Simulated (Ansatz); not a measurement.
A nudged elastic band was laid between two geometries of CH4 + CH4AlFS (13 atoms, charge 0, multiplicity 1).

The calculation used Ansatz, UKS B3LYP-D4/def2-SVP.

```
movable images  : 7
climbing image  : yes
spring          : 5.0 eV/Å²
optimiser       : quadratic models (default)
start path      : through a guess of the saddle point
force threshold : 0.03 eV/Å
iteration limit : 60
end points      : relaxed
```

First end point:

```xyz
13
Properties=species:S:1:pos:R:3
Al 1.152 -0.243 0.069
S 1.882 -0.085 -1.991
C 0.211 -1.799 0.737
F 1.627 0.984 1.108
H -1.002 0.890 -1.070
C -1.484 1.271 -0.154
H 2.473 1.116 -1.782
H -0.246 -2.388 -0.076
H -0.580 -1.518 1.450
H 0.913 -2.463 1.273
H -2.017 2.198 -0.411
H -2.194 0.526 0.231
H -0.736 1.510 0.617
```

Last end point:

```xyz
13
Properties=species:S:1:pos:R:3
Al 0.169 0.082 0.496
S 1.196 0.248 -1.950
C 0.171 -1.862 0.728
F 1.505 0.900 1.143
H 0.860 1.548 -2.123
C -1.443 1.163 0.222
H 2.398 0.562 -1.412
H -0.507 -2.369 0.019
H -0.168 -2.135 1.743
H 1.176 -2.299 0.602
H -2.108 0.740 -0.552
H -2.041 1.221 1.150
H -1.208 2.202 -0.066
```

(1) What changes between the two ends?

(2) What energy profile does the band end with?

(3) What is the geometry of the highest image?

The band took 26 iterations and about 50 core-minutes.

Answers

(1) Bonds broken: H5–C6. Bonds formed: Al1–C6, S2–H5. CH4 + CH4AlFS becomes C2H8AlFS.

(2) The forces met the threshold. The highest image is number 4 of 0 to 8, 36.3 kcal/mol above the first end and 17.3 kcal/mol above the last; the last end lies 19.0 kcal/mol above the first. Neighbouring images differ by up to 1.4 eV, so the band resolves the path poorly. A vibrational analysis at the climbing image gives one clearly imaginary mode, 1050i cm⁻¹: a first-order saddle point. The orbitals stay closed-shell, which can raise the energy where a bond breaks towards radicals; this wasn't checked here.

| image | path coordinate (Å) | energy (kcal/mol) | H5–C6 (Å) | Al1–C6 (Å) | S2–H5 (Å) |
| --- | --- | --- | --- | --- | --- |
| 0 | 0.00 | 0.0 | 1.10 | 3.05 | 3.18 |
| 1 | 1.05 | 0.3 | 1.10 | 3.06 | 3.14 |
| 2 | 2.11 | 0.6 | 1.10 | 3.03 | 3.03 |
| 3 | 3.16 | 2.9 | 1.11 | 2.69 | 2.54 |
| 4 | 4.22 | 36.3 | 1.56 | 2.09 | 1.60 |
| 5 | 4.87 | 25.6 | 2.16 | 1.98 | 1.37 |
| 6 | 5.53 | 20.1 | 2.79 | 1.96 | 1.35 |
| 7 | 6.19 | 19.2 | 3.15 | 1.96 | 1.35 |
| 8 | 6.85 | 19.0 | 3.31 | 1.96 | 1.35 |

(3) 
```xyz
13
Properties=species:S:1:pos:R:3:forces:R:3
Al 0.527 -0.057 0.356 0.00 0.00 0.00
S 1.351 0.355 -1.887 0.00 0.00 0.00
C 0.022 -1.905 0.669 0.00 0.00 0.00
F 1.570 0.779 1.376 0.00 0.00 0.00
H 0.053 0.934 -1.145 0.00 0.00 0.00
C -1.082 1.191 -0.099 0.00 0.00 0.00
H 2.097 1.402 -1.462 0.00 0.00 0.00
H -0.604 -2.310 -0.143 0.00 0.00 0.00
H -0.547 -2.007 1.609 0.00 0.00 0.00
H 0.915 -2.547 0.753 0.00 0.00 0.00
H -1.920 0.735 -0.649 0.00 0.00 0.00
H -1.357 1.169 0.976 0.00 0.00 0.00
H -1.024 2.261 -0.353 0.00 0.00 0.00
```

The run took 13 min on 4 threads of Arm Neoverse N1, with other jobs on the host, peak memory 0.46 GiB.
